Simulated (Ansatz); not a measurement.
Input file for Ansatz (an electronic-structure program): U-wB97M-V/def2-TZVPP on Na, 2S+1 = 2, a spin state set in the input, which need not be the lowest.

Ansatz 0.2 input:
```yaml
crystal:
  periodic: [false, false, false]
  atoms:
    - {symbol: Na, position_ang: [0.00000000, 0.00000000, 0.00000000]}
basis:
  gaussian:
    orbitals: def2-TZVPP
hamiltonian:
  xc: {name: wB97M-V}
magnetization: {spin_polarized: true, initial_magnetization: 1}
scf: {lower_state_search: full}
```

The head of its log:

```
Functional definition: wB97M-V
[...]
integrals: 0.02 GiB planned
241 factors; their error is unknown
integrals: 0.05 GiB planned
58 factors; integrals over basis functions are off by at most 5.8e-5 eV
mean field: 0.18 GiB planned
mean field evaluation 1: about -4415.2104 eV, gradient 1.3e0 eV
mean field evaluation 2: about -4415.2231 eV, gradient 6.7e-1 eV
```

**Question.** Give the final energy of this run.

**Answer.** -162.2571 hartree.
